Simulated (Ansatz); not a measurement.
```yaml
crystal:
  periodic: [false, false, false]
  atoms:
    - {symbol: Fe, position_ang: [-0.018954, -0.010945, -0.000569]}
    - {symbol: I, position_ang: [-0.054442, -0.044967, 3.098468]}
    - {symbol: I, position_ang: [0.073395, 0.055912, -3.097899]}
basis:
  gaussian: {orbitals: def2-TZVP}
magnetization: {spin_polarized: true, initial_magnetization: 4}
hamiltonian: {xc: {name: CAM-B3LYP}}
scf: {omitted_lower_state_checks: [starts]}
output: {forces: true}
```

```sh
$ ansatz run in.yaml --threads 2 --pin off --events-out ev --progress --plain --max-ram 4352MiB
```

Shortened log:

```
Functional definition: CAM-B3LYP
  name "CAM-B3LYP"
  cite "Yanai, Tew & Handy, Chem. Phys. Lett. 393, 51 (2004) doi:10.1016/j.cplett.2004.06.011"
  cite "Iikura, Tsuneda, Yanai & Hirao, J. Chem. Phys. 115, 3540 (2001) doi:10.1063/1.1383587"
  cite "Becke, Phys. Rev. A 38, 3098 (1988) doi:10.1103/PhysRevA.38.3098"
  cite "Lee, Yang & Parr, Phys. Rev. B 37, 785 (1988) doi:10.1103/PhysRevB.37.785"
  cite "Vosko, Wilk & Nusair, Can. J. Phys. 58, 1200 (1980) doi:10.1139/p80-159"
  parameter alpha = 0.19
  parameter beta = 0.46
  parameter omega = 0.33/bohr
  parameter ac = 0.81
  # Exact exchange under (alpha + beta erf(omega r))/r, Becke's under what is left of 1/r.
  exchange = (1 - alpha - beta)*b88_x + beta*b88_x_sr(omega) + alpha*exact_x + beta*exact_x_lr(omega)
  correlation = (1 - ac)*vwn5_c + ac*lyp_c
these checks for a lower state are left out or cut short: starts
1403 factors; integrals over basis functions are off by at most 1.9e-4 eV
239 factors; integrals over basis functions are off by at most 1.7e-4 eV
mean field evaluation 1: about -50483.0402 eV, gradient 1.9e2 eV
mean field evaluation 2: about -49859.6336 eV, gradient 4.0e2 eV
mean field evaluation 4: about -50584.5143 eV, gradient 4.0e1 eV
mean field evaluation 8: about -50592.2747 eV, gradient 8.5e-1 eV
mean field evaluation 16: about -50592.3255 eV, gradient 6.6e-3 eV
mean field evaluation 32: about -50592.7063 eV, gradient 4.9e-5 eV
mean field evaluation 64: about -50592.7063 eV, gradient 1.4e-5 eV
mean field -50592.70628242 eV, -1859.2476629110 hartree, gradient 7.4e-11 eV, S^2 6.020615; 1 other end points of the search recorded, 0 dependent functions left out
the calculation of the forces begins
reference -50592.70639763 eV, -1859.2476671449 hartree; 40, 36 occupied and 105, 109 virtual orbitals, 1403 factors
Total energy: -50592.70639763 eV, -1859.2476671449 hartree
Atom 0 at    -0.018954    -0.010945    -0.000569 Å, force     0.050434     0.029124     0.001515 eV/Å
Atom 1 at    -0.054442    -0.044967     3.098468 Å, force     0.023979     0.024260    -2.385360 eV/Å
Atom 2 at     0.073395     0.055912    -3.097899 Å, force    -0.074414    -0.053384     2.383846 eV/Å
Dipole moment:    -0.019470    -0.011243    -0.000585 e Å
Checks for a lower state left out: starts
```

It took 65 s on 2 threads of Intel Xeon 6975P-C on a shared host, peak host memory 0.93 GiB.

In the def2 sets I takes a core potential; there is no spin–orbit coupling.
